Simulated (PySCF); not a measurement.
Ga(H)3 anion (GaH3), SMILES [GaH3] (connectivity only; charge and spin as stated), charge -1, multiplicity 2.

Geometry: PBE0-D3(BJ)/def2-TZVPD. The spin state was assumed, not searched. The isomer is the one that the SMILES or the coordinates give; other isomers of the formula were not compared.

Two levels are set side by side: PBE/def2-TZVPD (PySCF) and B3LYP/def2-TZVPD (PySCF). Same geometry, gas phase. Differences are taken from unrounded values.

```tsv
quantity	PBE
α-spin orbital gap (eV)	1.89
β-spin orbital gap (eV)	4.18
mean polarisability (bohr³)	93.2
```

Task: These are the PBE values. What does B3LYP give? (An estimate is asked for; the answer gives what the named calculation found.)

Result: 
```csv
quantity,B3LYP,PBE minus B3LYP
α-spin orbital gap (eV),2.81,-0.92
β-spin orbital gap (eV),5.62,-1.43
mean polarisability (bohr³),87.1,6.1
```

Loosely held outer electrons make PBE densities more polarisable. Differences between two approximate levels are no errors against the true value.

Rough cost on one machine, each run with all the roots and properties that it gave: B3LYP against PBE within a factor of 2.
